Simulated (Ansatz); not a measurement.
`C=N[SiH2]F` + `NC[TeH]` → `NC([TeH])[SiH2]F` + `C=N`  (formal exchange of groups at the Si–N bond)

Isolated molecules relaxed with PBE0-D4/def2-TZVP in Ansatz; ΔE leaves out vibrations. CBS: MP2 limit from def2 TZ/QZ plus the TZ coupled-cluster correction, frozen cores. This one scheme is used for every species. Elements past krypton have def2 core potentials. For Te outer-core shells are correlated without core-valence functions, which leaves a few kJ/mol of doubt a bond. One conformer a species, not always the lowest.

| species | CCSD(T)/CBS(def2) energy (Eh) |
| --- | --- |
| `C=N[SiH2]F` | -484.08456 |
| `NC[TeH]` | -363.46767 |
| `NC([TeH])[SiH2]F` | -753.01487 |
| `C=N` | -94.52360 |

(1) Work out ΔE.

Largest T1 diagnostic among the species: 0.013.

Results:

(1) ΔE = (-753.01487) + (-94.52360) − (-484.08456) − (-363.46767) = 0.01376 Eh = +36.1 kJ/mol.

From PBE to PBE0 (25 % exact exchange), in def2-TZVPP and without D4, ΔE moves by +6.9 kJ/mol. The D4 term adds −8.3 kJ/mol with B3LYP and −4.6 kJ/mol with PBE0; it sums over pairs of atoms, weighted by their polarisabilities, and B3LYP, whose exchange is more repulsive, gets the larger term. In def2-TZVPP, CCSD(T) changes the Hartree–Fock value by −31.2 kJ/mol (the triples alone add −5.7 kJ/mol) and MP2 by −31.8 kJ/mol.

B3LYP here is the variant with VWN-RPA as its local correlation; programs differ in this.
